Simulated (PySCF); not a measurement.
**Working out the ionisation energy of Cr**

Cr [Ar] 3d5 4s1 (7S) → Cr⁺ [Ar] 3d5 (6S). All numbers are calculated (PySCF 2.14, scalar relativity by spin-free X2C-1e, in cc-pVDZ-DK (6s5p3d1f, 43 functions)). Frozen: [Ar]. Energies in hartree (1 hartree = 27.21139 eV):

| part | Cr (lower) | Cr⁺ (upper) |
| --- | --- | --- |
| UHF | -1049.653556 | -1049.432612 |
| MP2 opposite-spin | 0.000000 | 0.000000 |
| MP2 same-spin | -0.081265 | -0.065457 |

Question: What does Hartree-Fock give?

Answer: (-1049.432612) − (-1049.653556) = 0.220944 hartree = 6.012 eV.

Question: What do MP2 and SCS-MP2 (6/5 opposite-spin, 1/3 same-spin) give?

Answer: The opposite-spin parts differ by 0.000 eV and the same-spin parts by 0.430 eV. MP2: 6.012 + (0.000) + (0.430) = 6.442 eV. SCS-MP2: 6.012 + 1.2 × (0.000) + (0.430)/3 = 6.155 eV.

Measured between the centres of the two terms (NIST): 6.767 eV, so MP2 (valence) is off by -0.325 eV.

A double-zeta basis recovers only part of the correlation energy.

What remains against the reference includes basis incompleteness, the frozen core and correlation beyond second order.
